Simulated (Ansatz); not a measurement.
`FC(Cl)(Cl)Br` → `Cl[C]Cl` + `FBr` at 600 K and 1 bar (formal loss of a carbene).

Program: Ansatz. Geometries: PBE0-D4/def2-TZVP. ΔE: electronic, gas phase. CCSD(T)/CBS adds triple-zeta CCSD(T) − MP2 to the extrapolated MP2 energy (def2 sets, frozen cores). This one scheme is used for every species. For Br outer-core shells are correlated without core-valence functions, which leaves a few kJ/mol of doubt a bond. Scalar relativity is left out up to krypton.

```csv
species,CCSD(T)/CBS energy (Eh),H − E (kJ/mol),S (J/(mol·K))
`FC(Cl)(Cl)Br`,-3630.68833,72.2,393.0
`Cl[C]Cl`,-957.49147,37.9,299.7
`FBr`,-2673.03720,23.6,252.6
```

H − E and S are ideal-gas, rigid-rotor, harmonic terms from PBE0-D4/def2-TZVP. 1 Eh = 2625.50 kJ/mol, R = 8.31446 J/(mol·K).

Problem. By hand: ΔE, ΔH, ΔS and ΔG.

Solution. ΔE = (-957.49147) + (-2673.03720) − (-3630.68833) = 0.15966 Eh = 419.2 kJ/mol. Δ(H − E) = 37.9 + 23.6 − 72.2 = -10.7, so ΔH = 408.5 kJ/mol. ΔS = 299.7 + 252.6 − 393.0 = 159.3 J/(mol·K). ΔG = 408.5 − 600 × (159.3)/1000 = 312.9 kJ/mol.

Problem. By hand: the equilibrium constant, and the temperature at which ΔG would vanish if ΔH and ΔS stayed fixed.

Solution. log₁₀ K = −ΔG/(RT ln 10) = -27.2. ΔG = 0 at ΔH/ΔS = 2564 K, far beyond where these terms or the molecules hold.

The number of gas molecules changes by +1, which sets the sign of ΔS. A doubt of 5 kJ/mol in ΔE shifts log₁₀ K by 0.4 here. These are equilibria of isolated gas molecules and say nothing of rates. Largest T1 diagnostic: 0.020 (customary marks: 0.02 for closed shells, 0.045 for open ones).
